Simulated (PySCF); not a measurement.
Species: CH3Cl2F3Ga2O.
Cartesian coordinates in Å at the PBE0-D3(BJ)/def2-SVP level; atoms count from 1:
```xyz
12
CH3Cl2F3Ga2O angstrom
F      2.4150   -1.2087    0.7039
C      2.4957    0.0124    0.1165
F      3.1845    0.8003    0.9313
F      3.2320   -0.1622   -0.9925
O      1.3049    0.5059   -0.1421
Ga    -0.0545   -0.5822   -0.7056
Cl    -1.3142   -0.9684    1.2116
Ga    -2.9178    0.6607    0.5127
Cl    -1.5902    0.9670   -1.4683
H      0.1083   -1.8220   -1.6069
H     -2.6679    1.9199    1.3796
H     -4.1564   -0.1511    0.0509
```

Theory: PySCF, PBE0-D3(BJ)/def2-SVP geometry optimisation, gas phase.

Problem. Which atoms are bound to Ga6, and at what distances?

Solution. 4 atoms: H10 1.541 Å, O5 1.830 Å, Cl9 2.311 Å, Cl7 2.326 Å. The nearest atom not counted as bound is C2, at 2.74 Å.

Problem. List the angles at Ga6.

Solution. 
| angle | degrees | distance of the outer atoms (Å) |
| --- | --- | --- |
| O5–Ga6–H10 | 125.4 | 3.00 |
| Cl9–Ga6–H10 | 114.6 | 3.27 |
| Cl7–Ga6–H10 | 113.9 | 3.27 |
| O5–Ga6–Cl7 | 104.3 | 3.30 |
| O5–Ga6–Cl9 | 101.3 | 3.22 |
| Cl7–Ga6–Cl9 | 91.3 | 3.32 |

Problem. Describe the arrangement about Ga6 in numbers.

Solution. Angles from 91.3° to 125.4°; τ4 = (360° − α − β)/141° = 0.85 with α and β the two widest (0 for a square, 1 for a tetrahedron). The Ga–Cl distances aren't all alike: 2.311 to 2.326 Å.

Problem. Which atoms are bound to Ga8, and at what distances?

Solution. 4 atoms: H11 1.549 Å, H12 1.551 Å, Cl7 2.390 Å, Cl9 2.404 Å. The nearest atom not counted as bound is Ga6, at 3.35 Å.

Problem. List the angles at Ga8.

Solution. 
```
      angle  degrees  distance of the outer atoms (Å)
H11–Ga8–H12    136.1                             2.88
Cl7–Ga8–H11    106.4                             3.19
Cl9–Ga8–H11    105.6                             3.19
Cl7–Ga8–H12    105.4                             3.18
Cl9–Ga8–H12    105.2                             3.18
Cl7–Ga8–Cl9     87.6                             3.32
```

Problem. Describe the arrangement about Ga8 in numbers.

Solution. Angles from 87.6° to 136.1°; τ4 = (360° − α − β)/141° = 0.83 with α and β the two widest (0 for a square, 1 for a tetrahedron). The Ga–Cl distances aren't all alike: 2.390 to 2.404 Å.

Problem. What are the other bond lengths?

Solution. F1–C2 1.357 Å; C2–F3 1.326 Å; C2–F4 1.343 Å; C2–O5 1.315 Å. (A selection.)

Problem. Give some angles away from the centre.

Solution. F1–C2–F3 107.4°, F1–C2–F4 105.8°, F1–C2–O5 111.6°, F4–C2–O5 112.5°, C2–O5–Ga6 120.7°, Ga6–Cl7–Ga8 90.5°.

Problem. What are the rotational constants (commonest isotopes, rigid rotor)?

Solution. A = 1338, B = 339.3, C = 316.1 MHz: a near-prolate asymmetric top.

Point group: C1 (no symmetry element, even within 0.4 Å). Charge 0, singlet. No PBE0-D3(BJ)/def2-SVP frequencies stand behind this structure, so it isn't proved a minimum.

One conformer stands for the species.
